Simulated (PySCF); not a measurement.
# What a mistake does to a calculation on BCGeH7Si

Calculated results; nothing here was measured. The program is PySCF 2.14.0, an open-source quantum chemistry code, run on an isolated molecule that a program drew, which may never have been made. The molecule is BCGeH7Si (charge 0, singlet), drawn as the SMILES string `B=C[SiH2][GeH3]`.

Each row is a Hartree-Fock (HF) and frozen-core CCSD(T) single point in the cc-pV(D+d)Z basis, meant for a local HF minimum. Run 1 is clean. Each other run has one planted mistake out of seven kinds, and not every kind appears here: one electron removed, one electron added, multiplicity raised by two, geometry at a saddle point, minimal basis STO-3G, one bond length entered in bohr, all coordinates scaled. The reference is restricted for singlets and unrestricted otherwise, and also for a bond in bohr. Adding or removing an electron swaps singlet and doublet. Electrons count all cores. HOMO and LUMO are orbital energies over both spins, the gradient is its largest component, and the lowest frequency (negative if imaginary) is given only where the gradient is small. Bond lengths are over the 10 bonds as drawn. T1 is the CCSD diagnostic: over 0.02 (restricted) or 0.045 (unrestricted) a single reference is doubtful. Germanium has the cc-pVDZ-PP basis, with a core potential (ECP10MDF) in place of its 10 inner electrons, and its 3s, 3p and 3d shells are frozen in CCSD(T).

Geometry of the clean run:
```xyz
11
BCGeH7Si, angstrom
B    -1.3230    1.3568   -2.3176
C    -1.3394    0.5766   -1.1812
Si    0.0248    0.7775    0.0674
Ge    1.2616   -1.2654    0.3695
H    -1.2637    2.0475   -3.2675
H    -2.1146   -0.1604   -0.9917
H    -0.5053    1.1975    1.3891
H     0.9600    1.8318   -0.4032
H     0.3213   -2.4165    0.7591
H     1.9818   -1.6645   -0.9261
H     2.3167   -1.1262    1.4773
```

| run | electrons | basis functions | <S^2> | HOMO (eV) | LUMO (eV) | gradient (hartree/bohr) | lowest frequency (cm^-1) | mean bond (Å) | longest bond (Å) | T1 | HF (hartree) | CCSD(T) (hartree) | mistake |
|---|---|---|---|---|---|---|---|---|---|---|---|---|---|
| 1 | 64 | 109 | 0.000 | -9.01 | 2.11 | 3.6e-05 | 84 | 1.5486 | 2.407 | 0.0140 | -648.88656 | -649.37433 | no fault |
| 2 | 64 | 109 | 0.840 | -7.88 | 1.35 | 9.7e-03 | - | 1.6807 | 2.806 | 0.0425 | -648.77925 | -649.25710 | one bond length entered in bohr |
| 3 | 63 | 109 | 0.759 | -14.96 | -6.52 | 5.6e-02 | - | 1.5486 | 2.407 | 0.0420 | -648.60291 | -649.05277 | ? |
| 4 | 65 | 109 | 0.783 | -0.13 | 7.83 | 5.3e-02 | - | 1.5486 | 2.407 | 0.0177 | -648.84859 | -649.35222 | ? |

**Which mistake was planted in run 3, and what did it cost?**

It counts 63 electrons, one fewer than the clean run, at the same geometry and basis. So the mistake is: one electron removed. Subtracting run 1 and multiplying by 627.51 kcal/mol a hartree, the energy moved by 178.0 kcal/mol in HF and 201.8 kcal/mol in CCSD(T).

**Which mistake was planted in run 4, and what did it cost?**

It counts 65 electrons, one more than the clean run, at the same geometry and basis. So the mistake is: one electron added. Subtracting run 1 and multiplying by 627.51 kcal/mol a hartree, the energy moved by 23.8 kcal/mol in HF and 13.9 kcal/mol in CCSD(T).

Cautions from the logs. Run 4: the added electron raises the CCSD(T) energy, so it isn't bound in this basis.
